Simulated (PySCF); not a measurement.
H3Ge (SMILES [GeH3]), doublet, at a GFN2-xTB geometry. Base run: PySCF with R2SCAN/6-31G.

Geometry (Å):
```xyz
4

Ge     0.0018    -0.0007     0.0573
H     -0.8245    -1.1229    -0.6002
H     -0.5948     1.2701    -0.5780
H      1.3618    -0.1246    -0.6565
```
Charge 0, spin multiplicity 2.
Orbitals are unrestricted.
All else is at PySCF's defaults.
Base energy -2078.35237 Eh.

Each row names what was changed in the base input (with any setting that the change needs).

```csv
change,ΔE vs base (µEh),grid points,electrons on the grid
base,0.0,50064,35.00000
"grids.atom_grid = (150, 974)",-33.9,320160,35.00000
grids.level = 4,-73.3,77312,35.00000
grids.radi_method = delley,0.5,53440,35.00000
grids.level = 0,-3812,4312,35.00039
"grids.atom_grid = (30, 110)",-3154,9864,34.99995
grids.level = 2,355,29160,35.00000
grids.level = 1,-718,14832,34.99998
grids.prune = dft.gen_grid.treutler_prune,-0.1,45376,35.00000
small_rho_cutoff = 0,0.0,50064,35.00000
"grids.atom_grid = (99, 590)",-63.1,128208,35.00000
```

Open shells are given as the SCF converged; they aren't shown to be the lowest states, and a large step between rows can be another state.
